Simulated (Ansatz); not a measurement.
Single points on the cluster Ni2O2.

```yaml
crystal:
  periodic: [false, false, false]
  atoms:
    - {symbol: Ni, position_ang: [-0.126834, -0.384074, 0.335136]}
    - {symbol: Ni, position_ang: [0.075913, 1.353152, -1.084782]}
    - {symbol: O, position_ang: [1.216002, 0.237375, -0.513018]}
    - {symbol: O, position_ang: [-1.165082, -1.206452, 1.262665]}
basis:
  gaussian: {orbitals: def2-TZVP, initial_orbitals: start.molden}
hamiltonian: {xc: {name: revPBE}, dispersion: d4}
scf: {omitted_lower_state_checks: [starts]}
output: {orbitals: {seedname: orbitals}}
```

The file start.molden holds the orbitals of an earlier run on this structure, at another level or in another basis.

```sh
$ ansatz run in.yaml --threads 4 --pin off --events-out ev --progress --plain --max-ram 3916MiB
```

Shortened log:

```
Functional definition: revPBE
1196 factors; their error is unknown
mean field evaluation 1: about -86175.8465 eV, gradient 1.3e1 eV
mean field evaluation 2: about -86176.4325 eV, gradient 8.8e0 eV
mean field evaluation 4: about -86176.5572 eV, gradient 3.8e-1 eV
mean field evaluation 8: about -86176.5200 eV, gradient 4.3e-5 eV
mean field -86176.52000564 eV, -3166.9286976640 hartree, gradient 4.3e-5 eV, S^2 0.000000; 0 other end points of the search recorded, 0 dependent functions left out
reference -86176.52005969 eV, -3166.9286996503 hartree; 36, 36 occupied and 116, 116 virtual orbitals, 1196 factors
Total energy: -86176.76691245 eV, -3166.9377713219 hartree
Checks for a lower state left out: starts
```

Hardware: 4 threads of Arm Neoverse V2 on a shared host. Wall time 1.5 s.

First input, but with `gaussian: {orbitals: def2-TZVPD, initial_orbitals: start.molden}`, `hamiltonian: {xc: pbe, dispersion: d4}` (abridged; 1.8 s):

```
Functional definition: PBE
mean field -86166.30562292 eV, -3166.5533260225 hartree, gradient 3.6e-5 eV, S^2 0.000000
Total energy: -86166.40245142 eV, -3166.5568844044 hartree
Checks for a lower state left out: starts
```

As the first input, with `hamiltonian: {xc: r2scan, dispersion: d4}` (abridged; 3.5 s):

```
Functional definition: r2SCAN
mean field -86179.30322188 eV, -3167.0309789745 hartree, gradient 1.5e-5 eV, S^2 0.000000
Total energy: -86179.32349761 eV, -3167.0317240937 hartree
Checks for a lower state left out: starts
```

First input, but with `hamiltonian: {xc: {name: B3LYP}, dispersion: d4}` (abridged; 2.6 s):

```
Functional definition: B3LYP
mean field -86182.78838818 eV, -3167.1590564737 hartree, gradient 2.3e-5 eV, S^2 0.000000
Total energy: -86182.94875512 eV, -3167.1649498499 hartree
Checks for a lower state left out: starts
```

As the first input, with `hamiltonian: {xc: pbe, dispersion: d4}` (abridged; 1.4 s):

```
Functional definition: PBE
mean field -86166.19661012 eV, -3166.5493198762 hartree, gradient 4.3e-5 eV, S^2 0.000000
Total energy: -86166.29343193 eV, -3166.5528780119 hartree
Checks for a lower state left out: starts
```

As the first input, with `gaussian: {orbitals: def2-TZVPD, initial_orbitals: start.molden}`, `hamiltonian: {xc: r2scan, dispersion: d4}` (abridged; 4.4 s):

```
Functional definition: r2SCAN
mean field -86179.39134900 eV, -3167.0342175864 hartree, gradient 1.3e-5 eV, S^2 0.000000
Total energy: -86179.41162944 eV, -3167.0349628785 hartree
Checks for a lower state left out: starts
```

The first input with `gaussian: {orbitals: 6-31G}`, `hamiltonian: {xc: {name: B3LYP}, dispersion: d4}` (abridged; 1.4 s):

```
Functional definition: B3LYP
mean field -86165.76031399 eV, -3166.5332862891 hartree, gradient 2.2e-5 eV, S^2 0.000000
Total energy: -86165.92067883 eV, -3166.5391795884 hartree
Checks for a lower state left out: starts
```

Geometry: PBE-D4/def2-SVP.

The 6-31G sets use Cartesian d functions. B3LYP takes the VWN-RPA correlation. The restricted singlet is unstable towards broken spin symmetry at other levels; at revPBE-D4/def2-TZVP, PBE-D4/def2-TZVPD, B3LYP-D4/def2-TZVP, r2SCAN-D4/def2-TZVPD and others this wasn't settled. At r2SCAN-D4/def2-TZVP, PBE-D4/def2-TZVP the restricted singlet is unstable: a solution with broken spin symmetry lies lower. The order of the spin states hangs on the level: the quintet lies 1.72 eV below the singlet at PBE0-D4/def2-TZVP, but 0.05 eV above it at PBE-D4/def2-TZVP. The structure comes from a short search, and lower isomers may exist.
